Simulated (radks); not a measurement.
Q: The dysprosium ion Dy64+, [He]. Method: non-relativistic Kohn-Sham, LDA (Slater exchange, Perdew-Wang correlation), spin-polarised, spherical densities, point nucleus; computed with a radial shooting solver on a logarithmic mesh with Libxc functionals. Every spin shell is full or empty, so the densities are truly spherical. Functionals are evaluated on that one density, not self-consistently. Rank these exchange functionals by their error against the exact value of the orbitals, and give that value: LDA, B88, PBE, PBEsol, PW86, AM05, B86b, G96, EV93, APBE, TPSS, SCAN, r2SCAN.

A: Exact: -40.9932 hartree. From best to worst, with 100 (|E| - |E exact|)/|E exact| (equal figures are ties): TPSS +0.01, SCAN +0.01, r2SCAN +0.01, PW86 -0.34, G96 -0.39, APBE -0.54, B88 -0.85, B86b -1.13, PBE -2.07, EV93 +3.72, PBEsol -6.32, AM05 -11.01, LDA -14.22.
